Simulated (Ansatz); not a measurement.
Calculated with Ansatz (gas phase, PBE0-D4/def2-TZVP geometries, no zero-point term in ΔE). CCSD(T)/CBS adds triple-zeta CCSD(T) − MP2 to the extrapolated MP2 energy (def2 sets, frozen cores). This one scheme is used for every species. Each species was taken in one conformer, which may not be the lowest.

Reaction (hydrogenolysis of the Si–C bond): `C[SiH](F)CN` + H₂ → `NC[SiH2]F` + CH₄

```json
{"species": "`C[SiH](F)CN`", "SCS-MP2/def2-QZVPP energy (Eh)": "-524.44207"}
{"species": "H₂", "SCS-MP2/def2-QZVPP energy (Eh)": "-1.17321"}
{"species": "`NC[SiH2]F`", "SCS-MP2/def2-QZVPP energy (Eh)": "-485.18648"}
{"species": "CH₄", "SCS-MP2/def2-QZVPP energy (Eh)": "-40.43589"}
```

(1) Work out ΔE.

Largest T1 diagnostic among the species: 0.010.

## Answers

(1) ΔE = (-485.18648) + (-40.43589) − (-524.44207) − (-1.17321) = -0.00709 Eh = -0.19 eV. CCSD(T)/CBS gives -0.16 eV.

In def2-TZVPP, CCSD(T) changes the Hartree–Fock value by +0.22 eV (the triples alone add +0.04 eV) and MP2 by +0.27 eV. The D4 term adds +0.10 eV with B3LYP and +0.05 eV with PBE0; it sums over pairs of atoms, weighted by their polarisabilities, and B3LYP, whose exchange is more repulsive, gets the larger term.

B3LYP here is the variant with VWN-RPA as its local correlation; programs differ in this.
